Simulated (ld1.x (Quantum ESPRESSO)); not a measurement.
# Ranking RRKJ potentials for thallium (Tl)

All share these settings but for the change named:

thallium, norm-conserving RRKJ (Kleinman–Bylander form), made with ld1.x (Quantum ESPRESSO) 7.5 (PBE, scalar-relativistic). Core [Xe] 4f14 5d10, reference 6s1.75 6p1.25. Waves: 6p (bound): rc 2.95 bohr; 6s (bound): rc 1.65 bohr. Local part: the s channel. Core correction: none.

Test errors are all-electron minus pseudo excitation energies from the reference, over 6s2 6p1; 6s2 6p0; 6s1 6p0; 6s1 6p1; 6s2 6p0.5; 6s2 6p1.3; 6s0 6p3. None of these files shows a bound ghost.

The base gives 148.3 meV.

Of 7 variants that were run, those that failed, showed a ghost or another fault, or gave nearly equal values are left out.

A variant can come out equal or close to the base, since the largest error may sit in a test that the change hardly touches while other tests move.

Task: Rank these variants by their largest absolute test error, smallest first.
A. wave 6s (bound): rc 1.65 bohr becomes 6s (bound): rc 1.76 bohr
B. core correction a·sin(br)/r model core inside 1.82 bohr
C. wave 6p (bound): rc 2.95 bohr becomes 6p (bound): rc 2.02 bohr

Result: A (150.2 meV), C (183.9 meV), B (314.0 meV).
